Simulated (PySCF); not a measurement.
**Working out the excitation energy of Ca**

Ca [Ar] 4s2 (1S) → Ca [Ar] 4p2 (3P). All numbers are calculated (PySCF 2.14, scalar relativity by spin-free X2C-1e, in aug-cc-pVDZ-X2C (6s5p3d, 36 functions)). Frozen: [Ar]. Energies in hartree (1 hartree = 27.21139 eV):

| part | Ca (lower) | Ca (upper) |
| --- | --- | --- |
| UHF | -679.629220 | -679.475582 |
| CCSD correlation | -0.027933 | -0.012967 |
| (T) | 0.000000 | 0.000000 |

Question: What does Hartree-Fock give?

Answer: (-679.475582) − (-679.629220) = 0.153638 hartree = 4.181 eV.

Question: What do CCSD and CCSD(T) give?

Answer: The CCSD correlation energies differ by 0.014966 hartree = 0.407 eV and the triples by 0.000000 hartree = 0.000 eV, so CCSD gives 4.588 eV and CCSD(T) 4.588 eV.

Measured between the centres of the two terms (NIST): 4.774 eV, so CCSD(T) (valence) is off by -0.186 eV.

A double-zeta basis recovers only part of the correlation energy.

The coupled-cluster amplitudes are large, so a single reference is strained.

What remains against the reference includes basis incompleteness, the frozen core and higher excitations.
